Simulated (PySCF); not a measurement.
Compound: [WSCl5]2- (charge -2 and doublet state).
Bonds: W1–S2, W1–Cl3, W1–Cl4, W1–Cl5, W1–Cl6, W1–Cl7.

A GFN2-xTB structure was refined with PySCF 2.14.0, PBE0-D3(BJ)/def2-SVP geometry optimisation, gas phase, def2 core potentials past Kr. Its GFN2-xTB values:

```csv
coordinate,GFN2-xTB
W1–S2,2.208 Å
W1–Cl3,2.478 Å
W1–Cl4,2.436 Å
S2–W1–Cl3,179.2°
S2–W1–Cl4,96.0°
Cl3–W1–Cl4,84.0°
Cl3–W1–Cl5,83.9°
Cl4–W1–Cl5,167.8°
Cl4–W1–Cl6,88.7°
```

Q: How do these coordinates change at the PBE0-D3(BJ)/def2-SVP level?

A: 
```
coordinate  PBE0-D3(BJ)/def2-SVP (Å or °)  change
     W1–S2                          2.161  -0.047
    W1–Cl3                          2.518  +0.040
    W1–Cl4                          2.431  -0.005
Cl4–W1–Cl5                          169.3    +1.5
Cl3–W1–Cl4                           84.8    +0.8
 S2–W1–Cl4                           95.2    -0.8
Cl3–W1–Cl5                           84.4    +0.5
Cl4–W1–Cl6                           89.2    +0.5
 S2–W1–Cl3                          179.6    +0.4
```

The energy falls by 0.86 kcal/mol over 6 energy and gradient evaluations, the largest force component goes from 0.0203 to 3.1e-04 Eh/bohr, and the atoms move by 0.034 Å rms after alignment. The bond that changes most is W1–S2 (ends: tungsten bonded to 5 Cl and S; sulfur bonded to W), which shortens by 0.047 Å. Bonds longer at the end by more than 0.005 Å: 1 of 6; shorter: 2. Rotational constants go from 646.2, 644.7, 616.2 to 647.1, 646.4, 616.6 MHz.

The run used 140 basis functions and 62 SCF cycles in all. Time: 2.8 min. Hardware: an x86-64 server with one thread, on a shared host.

PBE0-D3(BJ)/def2-SVP frequencies: not computed here. ⟨S²⟩ = 0.773 (exact for a doublet: 0.75). Whether so highly charged an anion holds all its electrons in the gas phase wasn't checked; a finite basis holds them in any case. No counter-ion or solvent screens the charge of this multiply charged ion. The geometry's basis has no diffuse functions, a weakness for an anion.

Neither the SCF state along the optimisation nor the shape of the open-shell metal species was proved the lowest: other solutions of the same spin, or a structure of lower symmetry, can lie below.
